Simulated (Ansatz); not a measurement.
This geometry of C₂H₄FNSi (9 atoms, charge 0, multiplicity 1) is a first-order saddle point.

Method: RKS revPBE/def2-SVP (Ansatz).

```xyz
9
Properties=species:S:1:pos:R:3
C -1.302 -0.571 -0.237
Si 0.313 -0.050 0.583
N 1.902 -0.193 -0.381
C 1.539 1.020 -0.192
F 2.132 2.148 -0.604
H -1.094 -1.310 -1.038
H -1.819 0.293 -0.700
H -1.983 -1.034 0.505
H 0.401 -0.350 2.048
```

(1) Which two structures does it join? (They come from a converged band through this point; their orientation in space is the band's.)

(2) How far does it lie above each of them?

Answers

(1) No bond is made or broken. The dihedral H7–C1–Si2–N3 goes from -156 to -35°. The two ends are copies of one structure, up to a mirror image or an exchange of like atoms.

Initial state:

```xyz
9
Properties=species:S:1:pos:R:3
C -1.334 -0.480 -0.249
Si 0.231 0.130 0.594
N 1.884 -0.513 0.033
C 1.696 0.715 -0.276
F 2.511 1.551 -0.931
H -1.156 -0.648 -1.329
H -2.157 0.256 -0.133
H -1.667 -1.435 0.209
H 0.081 0.378 2.064
```

Final state:

```xyz
9
Properties=species:S:1:pos:R:3
C -1.299 -0.582 -0.209
Si 0.367 -0.124 0.531
N 1.868 -0.058 -0.566
C 1.487 1.099 -0.171
F 2.016 2.297 -0.449
H -1.414 -1.687 -0.239
H -1.389 -0.189 -1.241
H -2.129 -0.172 0.403
H 0.581 -0.631 1.924
```

(2) 3.3 kJ/mol above the first and 3.4 kJ/mol above the second. This is the barrier of this one path; another mechanism may lie lower.

Time of the run: 18 s on 2 threads of AMD EPYC 9R45 96-Core Processor (Zen 5), on a shared host, peak memory 0.15 GiB.
